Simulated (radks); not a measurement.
Spherical quantum dot in the effective-mass picture: electrons in a parabolic well V = omega^2 r^2 / 2 with omega = 0.216, all in effective atomic units (hartree* = m*/eps^2 hartree, bohr* = eps/m* bohr), one dielectric constant everywhere. Calculated with a radial shooting solver with Libxc functionals: non-relativistic Kohn-Sham, PBEsol, spin-polarised, spherical densities. Levels are named by radial order and angular momentum (1s, 1p, 1d, 2s, ...), and open shells are averaged over m. Results are scaled to m* = 0.037 and eps = 14.5, for which hartree* = 4.789 meV and bohr* = 20.74 nm.

N = 9, configuration 1s2 1p6 1d(up 1, down 0). This is the lowest configuration that the search found. Occupied levels:

| level | occupation | eigenvalue (meV) | <r> (nm) |
|---|---|---|---|
| 1s up | 1 | 10.224 | 79.86 |
| 1s down | 1 | 10.250 | 78.31 |
| 1p up | 3 | 10.642 | 95.05 |
| 1p down | 3 | 10.685 | 94.22 |
| 1d up | 1 | 11.163 | 105.9 |

Energy (meV): total 58.9146, kinetic 5.9125, external 21.846, Hartree 39.071, exchange-correlation -7.9154.

Electron density:

| r (nm) | n(r) (e/nm^3) |
|---|---|
| 8.72 | 8.085e-07 |
| 23.3 | 9.649e-07 |
| 37.9 | 1.200e-06 |
| 52.4 | 1.413e-06 |
| 67.0 | 1.494e-06 |
| 81.6 | 1.375e-06 |
| 96.2 | 1.066e-06 |
| 111 | 6.738e-07 |
| 125 | 3.348e-07 |
| 140 | 1.272e-07 |
| 154 | 3.768e-08 |
| 169 | 8.784e-09 |
| 184 | 1.600e-09 |
